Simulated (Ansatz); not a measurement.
Job for Ansatz (a quantum-chemistry and plane-wave program): R-CCSD(T)/cc-pVDZ on BrHOSe (SMILES O[Se]Br), a point of a torsion scan. The run froze 29 orbitals, filled d shells among them.

Ansatz 0.2 input:
```yaml
crystal:
  periodic: [false, false, false]
  atoms:
    - {symbol: O, position_ang: [-1.08149076, 0.13443984, 0.36287886]}
    - {symbol: Se, position_ang: [0.33305498, 1.04984999, -0.22005173]}
    - {symbol: Br, position_ang: [1.99634439, 0.04925967, 0.99843098]}
    - {symbol: H, position_ang: [-1.25298136, -0.65077325, -0.16871606]}
basis:
  gaussian:
    orbitals: cc-pVDZ
magnetization: {spin_polarized: false}
correlation: {method: ccsd_t, electrons: outside_noble_gas}
scf: {lower_state_search: off}
```

The log:

```
WARN ansatz: RAYON_NUM_THREADS=1 ignored (pool sized by the plan → 1); use --threads N
Functional definition: HF
these checks for a lower state are left out or cut short: stability, starts, cluster_reference, orbital_swaps, neighbouring_geometries, increment
integrals: 0.06 GiB planned
815 factors; integrals over basis functions are off by at most 1.0e-3 eV
mean field: 0.22 GiB planned
mean field evaluation 1: about -137351.1487 eV, gradient 2.8e1 eV
mean field evaluation 2: about -137351.1552 eV, gradient 2.8e1 eV
mean field evaluation 4: about -137352.7599 eV, gradient 2.4e0 eV
mean field evaluation 8: about -137352.7818 eV, gradient 5.9e-4 eV
mean field -137352.78180385 eV, -5047.6216302320 hartree, gradient 5.1e-6 eV, S^2 0.000000; 0 other end points of the search recorded, 0 dependent functions left out
29 core orbitals not correlated
reference -137352.78180385 eV, -5047.6216302320 hartree; 10, 10 occupied and 34, 34 virtual orbitals, 815 factors
second order -11.36585576 eV of doubles, -0.00000000 eV of singles
coupled cluster: 0.11 GiB planned
cycle   1  -11.66944603 eV  change   -3.0e-1 eV  update   8.6e-2
cycle   2  -11.95495246 eV  change   -2.9e-1 eV  update   2.7e-2
cycle   3  -12.03568190 eV  change   -8.1e-2 eV  update   1.7e-2
cycle   4  -12.03294404 eV  change    2.7e-3 eV  update   5.0e-3
cycle   5  -12.03181809 eV  change    1.1e-3 eV  update   2.9e-3
cycle   6  -12.03233519 eV  change   -5.2e-4 eV  update   1.1e-3
cycle   7  -12.03189268 eV  change    4.4e-4 eV  update   3.6e-4
cycle   8  -12.03188771 eV  change    5.0e-6 eV  update   1.2e-4
cycle   9  -12.03192595 eV  change   -3.8e-5 eV  update   4.6e-5
cycle  10  -12.03191340 eV  change    1.3e-5 eV  update   2.1e-5
perturbative correction -0.31393556 eV, -0.0115369192 hartree
Total energy: -137365.12765281 eV, -5048.0753318132 hartree
Checks for a lower state left out: stability, starts, cluster_reference, orbital_swaps, neighbouring_geometries, increment
```

Self-consistency was reached.

Cost: around 2.2 core-seconds (rough).
